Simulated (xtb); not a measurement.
GaBr2, SMILES [Br][Ga+][Br], charge +1. All values are semi-empirical tight-binding results from xtb (GFN2-xTB unless named), good for trends rather than for accurate numbers. Coordinates come from a GFN2-xTB optimisation. The spin state was assumed, not searched. The isomer is the one that the SMILES or the coordinates give; other isomers of the formula were not compared.

For metal compounds this method's bond lengths and energies can be far off.

| Property | Result |
|---|---|
| point group as xtb finds it | D∞h |
| orbital gap | 2.28 eV |
| zero-point energy | 0.9 kcal/mol |
| G − E(el) at 298.15 K (modified RRHO) | -17.0 kcal/mol |
